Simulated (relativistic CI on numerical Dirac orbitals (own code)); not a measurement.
Hg4+: N6,7 absorption edge

Computed with this model: Dirac-Coulomb-Breit CI, KLI orbitals optimised for each configuration, QED by a radiative potential, valence Slater integrals scaled by 0.8, multiplet model of core-to-valence dipole absorption; configurations [Xe] 4f14 5d8 → [Xe] 4f13 5d9; 300 K; Lorentzian 0.3 eV and Gaussian 0.3 eV FWHM. Energies are those of the free ion, without screening or charge transfer. The branching ratio is the share of the lower-energy edge in the whole absorption, uncertain by about 0.02 where the edges overlap. S is read from ⟨S²⟩ = S(S + 1).

Field parameters in Wybourne normalisation: Oh B⁴₀ = 21Dq, B⁴₄ = √(5/14) B⁴₀. The field is a parameter set, without covalency.

free ion: ground-state S = 0.96, centroid 94.85 eV, branching ratio 0.925. Peaks (eV, height): 94.6 (100), 98.4 (8).

Oh, 10Dq = 8500 cm⁻¹: ground-state S = 0.98, centroid 95.42 eV. Peaks (eV, height): 95.0 (100), 98.8 (15).

Oh, 10Dq = 19200 cm⁻¹: ground-state S = 0.98, centroid 96.39 eV. Peaks (eV, height): 95.6 (100), 99.5 (25).

Oh, 10Dq = 29850 cm⁻¹: ground-state S = 0.99, centroid 97.33 eV, branching ratio 0.748. Peaks (eV, height): 96.3 (100), 100.2 (34).

Oh, 10Dq = 40550 cm⁻¹: ground-state S = 0.99, centroid 98.23 eV, branching ratio 0.714. Peaks (eV, height): 97.1 (100), 101.0 (41).

Strongest unbroadened transitions for Oh, 10Dq = 29850 cm⁻¹:

```csv
Energy (eV),Relative strength
96.15,52.1
96.25,82.1
96.27,100.0
96.45,88.4
96.53,45.9
96.59,1.4
96.73,1.9
96.77,4.8
97.40,0.8
99.70,3.1
100.16,61.3
100.30,34.4
100.34,3.9
100.40,13.0
100.50,4.3
100.90,1.6
100.91,2.9
101.16,1.0
```
